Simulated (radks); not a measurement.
The numbers below are computed, except where a source is named.
Excited configurations of H I: one electron is placed in a higher orbital outside the bare nucleus. The ground configuration is 1s1. Level of theory: scalar-relativistic Kohn-Sham, LDA (Slater exchange, Perdew-Wang correlation), spin-polarised, spherical densities, point nucleus; open shells are filled with parallel spins first (a radial shooting solver on a logarithmic mesh with Libxc functionals). Excitation = E - E(ground); binding = E(ion) - E, where the ion is the core of charge +1; n* = 1/sqrt(2 binding) in atomic units, and the quantum defect is n - n*.

| outer orbital | excitation (eV) | binding (eV) | n* | quantum defect | eigenvalue (eV) | <r> (bohr) |
|---|---|---|---|---|---|---|
| 5d | 12.390 | 0.637 | 4.622 | 0.378 | -0.410 | 32.39 |
| 5f | 12.395 | 0.632 | 4.640 | 0.360 | -0.381 | 29.73 |
| 6p | 12.573 | 0.454 | 5.474 | 0.526 | -0.311 | 49.42 |
| 7f | 12.686 | 0.341 | 6.318 | 0.682 | -0.229 | 62.56 |

Estimate the row for 3p.

Answer. excitation (eV) 11.386; binding (eV) 1.640; n* 2.880; quantum defect 0.120; eigenvalue (eV) -0.982; <r> (bohr) 12.00. The Delta-SCF ionisation energy is 13.027 eV (NIST Atomic Spectra Database: 13.598 eV, theoretical). Self-interaction in the functional shifts the binding energies and quantum defects, so they are the method's values and not measured ones.
